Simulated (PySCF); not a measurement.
A PySCF script (with the pyscf-properties extension) for the NMR shieldings of SMILES C1=CC([SiH2]S)=CC=C1, C6H8SSi, on a GFN2-xTB geometry:

```python
import basis_set_exchange as bse
import numpy as np
from pyscf import gto, dft
from pyscf.prop import nmr

atoms = """
S     3.487737    0.694534    0.028807
Si    2.072367   -0.912183   -0.206587
C     0.318249   -0.280384    0.066470
C    -0.710130   -1.191897    0.294178
C    -2.013658   -0.766991    0.468173
C    -2.315056    0.584390    0.415787
C    -1.305582    1.504837    0.193184
C    -0.002437    1.074016    0.020172
H     3.113595    1.055848    1.246932
H     2.304445   -1.355751   -1.573974
H     2.410294   -1.938159    0.777996
H    -0.480883   -2.247223    0.334778
H    -2.798093   -1.488859    0.644043
H    -3.333996    0.917019    0.549601
H    -1.534003    2.559972    0.151867
H     0.779551    1.799775   -0.155355
"""
names = dict.fromkeys(["S", "Si", "C", "H"], "pcSseg-1")
basis = {el: gto.basis.parse(bse.get_basis(n, elements=[el], fmt="nwchem")) for el, n in names.items()}
mol = gto.M(atom=atoms, basis=basis, charge=0, verbose=0)
mf = dft.RKS(mol, xc="PBE0")
mf.grids.level = 2
mf.grids.alignment = dft.numint.BLKSIZE   # the property module wants whole blocks of grid points
mf.conv_tol = 1e-9
mf.kernel()

calc = nmr.RKS(mf)   # GIAO
C = mf.mo_coeff
Co = C[:, mf.mo_occ > 0]
resp = mf.gen_response(singlet=True, hermi=2)
def vind(x):   # induced exchange potential for any number of trial vectors
    d = np.einsum("pi,xij,qj->xpq", C, 2 * x.reshape(-1, C.shape[1], Co.shape[1]), Co, optimize=True)
    return np.einsum("xpq,pi,qj->xij", resp(d - d.transpose(0, 2, 1)), C, Co, optimize=True).ravel()
mo1, _ = nmr.rhf.solve_mo1(calc, with_cphf=vind)
sigma = calc.kernel(mo1)
for i, s in enumerate(sigma):   # ppm
    print("%2d %-2s %9.2f" % (i, mol.atom_pure_symbol(i), np.trace(s) / 3))
```

Problem. What are the results?

Solution. 
```
 0 S     766.58
 1 Si    384.15
 2 C      50.34
 3 C      47.35
 4 C      54.14
 5 C      50.62
 6 C      52.86
 7 C      46.20
 8 H      31.67
 9 H      26.46
10 H      26.18
11 H      23.96
12 H      24.05
13 H      24.00
14 H      23.96
15 H      23.56
```

These numbers come from an equivalent density-fitted implementation of the same equations, which agrees with the script to about 0.01 ppm for H and up to a few tenths of a ppm for heavy atoms, so last digits may differ.

Problem. Turn these shieldings into chemical shifts. Chemical shifts δ = σref − σ; CS2 for 33S (503.73 ppm); TMS for 29Si (349.16 ppm), 13C (186.93 ppm), 1H (31.72 ppm), all at this level.

Solution. Averaging equivalent atoms: S 0: -263; Si 1: -35.0; C 3/7: 140.1; C 2: 136.6; C 5: 136.3; C 4/6: 133.4; H 11/15: 7.96; H 13: 7.72; H 12/14: 7.71; H 9/10: 5.40; H 8: 0.04 ppm. 

Size and cost of the density-fitted run: 190 basis functions, 64 s wall time on 1 thread of an Arm Neoverse N1, shared host; peak memory 0.9 GiB.
